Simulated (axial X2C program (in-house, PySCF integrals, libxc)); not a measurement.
Worked dissociation energy of KSi: HF, scalar-relativistic

Computed with an in-house all-electron X2C program for linear molecules (integrals from PySCF). Spin-free means the one-electron spin-free X2C Hamiltonian. Basis: K dyall-cv3z [11s12p6d3f], Si dyall-v3z [8s7p2d1f] (cores contracted in-house); Gaussian nuclei, density fitting, unrestricted open shells. Masses: K 38.964 u, Si 27.977 u.

Molecular state: M_S = 3/2, Λ = 0 (beyond evenly filled blocks: σα, π+α, π-α).

- E(K) (2M_S = 1, M_L = 0): -601.464351 hartree
- E(Si) (2M_S = 2, M_L = 0): -289.463146 hartree
- E(KSi) at Re: -890.968318 hartree
- ωe: 198.7 cm⁻¹
- ωexe: 0.797 cm⁻¹

Question: Work out De and D0.

Answer: De = -601.464351 + (-289.463146) − (-890.968318) = 0.04082 hartree = 1.111 eV. The zero-point energy is ωe/2 − ωexe/4 = 99 cm⁻¹ = 0.012 eV, so D0 = 1.099 eV.

The state is a single determinant with fixed occupations, the lowest that a limited PBE0 search found. De is counted from the lowest determinant-based energies of the atoms at the same level, without counterpoise correction. Other states lie close and PBE0, whose exact exchange favours high spin, may order them wrongly; the determinant shown need not be the ground state. The nearest other spin-free determinant of the search, M_S = 1/2, Λ = 0, lies 0.45 eV up at the distance of the search.

Hartree–Fock lacks correlation and underbinds, often by eV.

Each atomic determinant is the lowest at this level and need not be a pure term. Totals compare only within one Hamiltonian and basis.
